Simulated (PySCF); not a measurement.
CdHCl, SMILES [Cl][CdH]. Heavy atoms are numbered as in [CdH:1][Cl:3]. Hydrogens are named by the atom that carries them.

Geometry optimised at B3LYP-D3(BJ)/def2-TZVPD. The def2 effective core potentials stand for the cores of Cd; spin–orbit coupling is left out.

All values below come from ωB97X/def2-TZVPD run with PySCF.

Mulliken values depend strongly on the basis, most of all with diffuse functions as here. ESP charges are fitted to the potential on shells at 1.4 to 2.0 van der Waals radii. Atomic charges (e), one atom of each kind:

```tsv
atom	Mulliken	ESP fit
Cd1 (CdH)	0.59	0.64
H on Cd1	-0.12	-0.23
Cl3	-0.47	-0.41
```
